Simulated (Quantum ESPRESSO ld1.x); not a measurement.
Problem. Cu2+, 27 electrons, occupied as [Ar] 3d9. Method: scalar-relativistic Kohn-Sham, LDA (Slater exchange, Perdew-Wang correlation), spin-polarised, spherical densities, point nucleus; open shells are filled with parallel spins first; computed with ld1.x of Quantum ESPRESSO 7.5. Some entries of the table are withheld. Estimate them.

| orbital | occ. | eigenvalue (hartree) | <1/r> (bohr^-1) |
|---|---|---|---|
| 1s up | 1 | -325.5651 | 29.11 |
| 1s down | 1 | -325.5648 | 29.11 |
| 2s up | 1 | -39.9275 | 6.314 |
| 2s down | 1 | -39.9044 | 6.316 |
| 2p up | 3 | (1) | 6.204 |
| 2p down | 3 | (2) | 6.206 |
| 3s up | 1 | (3) | 2.002 |
| 3s down | 1 | (4) | 1.999 |
| 3p up | 3 | -3.6049 | 1.853 |
| 3p down | 3 | -3.5646 | 1.850 |
| 3d up | 5 | -1.1194 | 1.465 |
| 3d down | 4 | -1.0827 | 1.454 |

Solution. 
(1) 2p up eigenvalue (hartree): -34.6336
(2) 2p down eigenvalue (hartree): -34.6158
(3) 3s up eigenvalue (hartree): -5.1570
(4) 3s down eigenvalue (hartree): -5.1156
